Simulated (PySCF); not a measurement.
CH5FO2Si2, SMILES F[Si@H]1OC[SiH2]O1. Heavy atoms are numbered as in [F:1][Si@H:2]1[O:3][CH2:4][SiH2:5][O:6]1. Hydrogens are named by the atom that carries them.

The structure is a stationary point at B3LYP-D3(BJ)/def2-SVP. The structure was generated by enumeration; whether it is a known compound was not checked. The values are those of a single conformer.

Level of theory: PBE/def2-TZVP (PySCF).

ESP charges are fitted to the potential on shells at 1.4 to 2.0 van der Waals radii. Atomic charges (e), one atom of each kind:

| atom | Löwdin | IAO | ESP fit |
|---|---|---|---|
| F1 | 0.03 | -0.51 | -0.25 |
| Si2 (SiH) | -0.07 | 1.48 | 0.71 |
| O3 | 0.09 | -0.62 | -0.34 |
| C4 (CH2) | -0.43 | (withheld) | -0.15 |
| Si5 (SiH2) | 0.21 | (withheld) | 0.43 |
| O6 | 0.02 | -0.85 | -0.39 |
| H on Si2 | -0.04 | -0.15 | -0.07 |
| H on C4 | 0.13 | (withheld) | 0.10 |
| H on Si5 | -0.03 | (withheld) | -0.08 |

Task: What belongs in the gaps? (Estimate from the structure and the level; the computed values follow.)

Result: 
- C4 (CH2), IAO: -0.35
- Si5 (SiH2), IAO: 0.93
- H on C4, IAO: 0.16
- H on Si5, IAO: -0.13

Computed Mayer and Wiberg (Löwdin basis) orders of the bonds:
```
bond    Mayer  Wiberg
------  -----  ------
F1–Si2   1.17    1.74
Si2–O3   1.21    1.55
O3–C4    0.97    1.44
C4–Si5   0.98    1.10
Si2–O6   1.17    1.54
Si5–O6   1.13    1.49
```
